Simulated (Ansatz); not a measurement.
Isolated molecules relaxed with PBE0-D4/def2-TZVP in Ansatz; ΔE leaves out vibrations. CCSD(T)/CBS is the MP2 limit (def2-TZVPP, def2-QZVPP) plus CCSD(T) − MP2 in def2-TZVPP, frozen cores. This one scheme is used for every species. DFT in def2-TZVPP. Each species was taken in one conformer, which may not be the lowest.

`NBOCF` → `COB(N)F`  (isomerisation)

(1) Is it downhill or uphill in electronic energy at CCSD(T)/CBS, and by how much? (An estimate is asked.)

(2) What do these levels give: PBE0-D4, ωB97X-V, MP2/def2-TZVPP, SCS-MP2/def2-QZVPP, MP2/CBS(def2), CCSD/CBS(def2)? (An estimate is asked.)

Largest T1 diagnostic among the species: 0.012.

## Answers

(1) The calculation gave: Downhill: ΔE = -182.3 kJ/mol.

(2) Ansatz gave: PBE0-D4 -175.9, ωB97X-V -174.2, MP2/def2-TZVPP -185.1, SCS-MP2/def2-QZVPP -183.6, MP2/CBS(def2) -187.1, CCSD/CBS(def2) -184.6 kJ/mol.

From PBE to PBE0 (25 % exact exchange), in def2-TZVPP and without D4, ΔE moves by −7.0 kJ/mol.
